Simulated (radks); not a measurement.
These are the eigenvalues of the occupied orbitals of an atom or ion with whole-number occupations (eV). Calculated with a radial shooting solver on a logarithmic mesh with Libxc functionals: Dirac Kohn-Sham, PW91, spin-unpolarised, spherical densities, point nucleus.

orbital  eigenvalue
1s1/2     -17842.52
2s1/2     -2491.794
2p1/2     -2283.152
2p3/2     -2197.258
3s1/2     -427.3271
3p1/2     -349.6664
3p3/2     -335.9812
3d3/2     -199.0345
3d5/2     -196.5330
4s1/2      -76.2529
4p1/2      -54.9899
4p3/2      -53.1069
5s1/2      -18.9670

Which element is it, and in what charge state? The configuration may be excited. Open shells, if any, fill j = l - 1/2 first.

Answer. Z = 40, zirconium, charge +2: Zr2+ in [Kr] 5s2. The list shows which subshells hold electrons but not how many an open one holds; the 1s level, -655.7 hartree, gives Z - s = 36.2 by -(Z - s)^2/2, which with screening and relativity narrows Z to a few neighbours, and the depths of the outer levels then fix element, charge and occupations together.
